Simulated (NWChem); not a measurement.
# BeHOCl; SMILES [Be]([Cl])[OH]

```xyz
4

Be     0.0037     0.5854     0.0000
Cl     0.0073    -1.2321     0.0000
O      0.0605     1.9936     0.0000
H     -0.6233     2.6547     0.0000
```
Atoms are numbered in this order, from 1.

Computed with NWChem. Pople sets run with spherical d functions. All runs use the structure optimised with PBE0-D3(BJ)/def2-TZVP. LC-ωPBE (HJS hole) with 6-31G*; x = 1 − exp(−ω/0.25 bohr⁻¹) is a scale chosen for this fit.

```csv
row,x,−ε(HOMO) (eV)
ω = 0.10,0.330,8.90
ω = 0.20,0.551,withheld
ω = 0.35,0.753,11.53
ω = 0.40,0.798,11.87
ω = 0.80,0.959,13.18
```

Fit a straight line of the last column on the one before it, predict the withheld value, and compare with the run.


1. Means of the 4 shown rows: x = 0.7100, y = 11.370. Slope Σ(x − x̄)(y − ȳ)/Σ(x − x̄)² = 1.440/0.2160 = 6.668; intercept 6.636.
2. The shown rows scatter about the line by 0.112 (root mean square); the largest residual is +0.15, at ω = 0.80.
3. At x = 0.551 (ω = 0.20; inside the shown range) the line gives 10.31.
4. The run gives 10.17, -0.14 from the line, 1.3 times the scatter.
